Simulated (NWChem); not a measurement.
Molecule: C$_{6}$H$_{5}$F; SMILES c1ccccc1F

Computed with NWChem. Pople sets run with spherical d functions. Each level has its own optimisation; frequencies are unscaled. Brackets give each atom's bonded neighbours.

```tsv
level	r C–F (Å)	r C–C [C(CCF)–C(CCH)] (Å)	r C–C [C(CCH)–C(CCH)] (Å)	r C–H (Å)	highest harmonic frequency (cm⁻¹)	lowest (cm⁻¹)	zero-point energy (kcal/mol)	dipole (D)
Hartree-Fock/STO-3G	1.356	1.394	1.386	1.082	3747	273	66.9	0.99
Hartree-Fock/3-21G	1.359	1.374	1.384	1.071	3407	277	63.1	2.05
Hartree-Fock/6-31G*	1.331	1.378	1.386	1.074	3402	267	62.2	1.68
B3LYP/6-31G*	1.351	1.391	1.397	1.086	3226	246	58.1	1.35
LDA (Slater exchange, VWN5)/def2-SVP	1.327	1.390	1.394	1.103	3137	235	56.7	1.13
PBE/def2-SVP	1.347	1.401	1.404	1.100	3146	232	56.5	1.19
BLYP/def2-SVP	1.357	1.404	1.409	1.099	3126	233	56.3	1.24
PBE0/def2-SVP	1.333	1.390	1.394	1.092	3239	243	58.5	1.35
```
